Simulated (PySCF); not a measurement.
From one molecule to another.

First species: C6H9OP.
SMILES: `C(c1oc(cp1)C)C`

Second species: C₆H₈F₂.
SMILES with atom numbers: `[CH2:1]=[CH:2]/[CH:3]=[CH:4]\[CH2:5][CH:6]([F:7])[F:8]` (hydrogens: H9, H10 on C1; H11 on C2; H12 on C3; H13 on C4; H14, H15 on C5; H16 on C6)

Levels: B3LYP/def2-SVPD for dipole moment, HOMO energy, LUMO energy, HOMO–LUMO gap, static isotropic polarisability and electronic spatial extent ⟨r²⟩ about the centre of nuclear charge; TDDFT B3LYP/def2-SVPD for lowest singlet excitation; TDA B3LYP/def2-SVPD for lowest triplet excitation (Tamm–Dancoff); GFN2-xTB for rotational constant A and rotational constant C. Geometries: GFN2-xTB. All species are isolated and taken at one optimised geometry, non-relativistic unless stated. Electronic properties by PySCF.

Dipoles, sizes and rotational constants follow the conformer. The torsions of the flexible species, by atom-mapped SMILES:
- `[CH3:1][CH2:2][c:3]1[o:4][c:5]([CH3:6])[cH:7][p:8]1`: C1–C2–C3–O4 81°
- `[CH2:1]=[CH:2]/[CH:3]=[CH:4]\[CH2:5][CH:6]([F:7])[F:8]`: C1–C2–C3–C4 -179°, C3–C4–C5–C6 -113°, C4–C5–C6–F7 -65°

Values for the first species:

| Property | Result |
| --- | --- |
| Dipole moment | 1.59 D |
| HOMO energy | -6.06 eV |
| LUMO energy | -0.81 eV |
| HOMO–LUMO gap | 5.25 eV |
| Lowest singlet excitation | 4.98 eV |
| Lowest triplet excitation (Tamm–Dancoff) | 3.13 eV |
| Static isotropic polarisability | 99.3 au |
| Electronic spatial extent ⟨r²⟩ about the centre of nuclear charge | 1242 bohr² |
| Rotational constant A | 2.771 GHz |
| Rotational constant C | 0.981 GHz |

(1) Estimate the same properties for the second species, and the change in each.

Results:

(1) 
```json
{"property": "dipole moment", "first": "1.59 D", "second": "2.33 D", "second less first": "+0.74 D"}
{"property": "HOMO energy", "first": "-6.06 eV", "second": "-6.78 eV", "second less first": "-0.72 eV"}
{"property": "LUMO energy", "first": "-0.81 eV", "second": "-1.34 eV", "second less first": "-0.53 eV"}
{"property": "HOMO–LUMO gap", "first": "5.25 eV", "second": "5.44 eV", "second less first": "+0.19 eV"}
{"property": "lowest singlet excitation", "first": "4.98 eV", "second": "5.62 eV", "second less first": "+0.64 eV"}
{"property": "lowest triplet excitation (Tamm–Dancoff)", "first": "3.13 eV", "second": "3.20 eV", "second less first": "+0.07 eV"}
{"property": "static isotropic polarisability", "first": "99.3 au", "second": "81.7 au", "second less first": "-17.6 au"}
{"property": "electronic spatial extent ⟨r²⟩ about the centre of nuclear charge", "first": "1242 bohr²", "second": "1431 bohr²", "second less first": "+189 bohr²"}
{"property": "rotational constant A", "first": "2.771 GHz", "second": "5.000 GHz", "second less first": "+2.229 GHz"}
{"property": "rotational constant C", "first": "0.981 GHz", "second": "0.756 GHz", "second less first": "-0.225 GHz"}
```

On the first: The polarisability is 14.71 Å³ as a volume (1 au = 0.148185 Å³), or 1.46 au for each of the 68 electrons. No computed singlet falls in the visible range (750 to 380 nm, 1.65 to 3.26 eV); S1 lies 1.72 eV above its blue end.

On the second: In atomic units the dipole is 0.92 e·bohr (1 au = 2.5417 D). S1 lies 0.18 eV above the HOMO–LUMO gap; its leading configuration is HOMO→LUMO, weight 0.96.
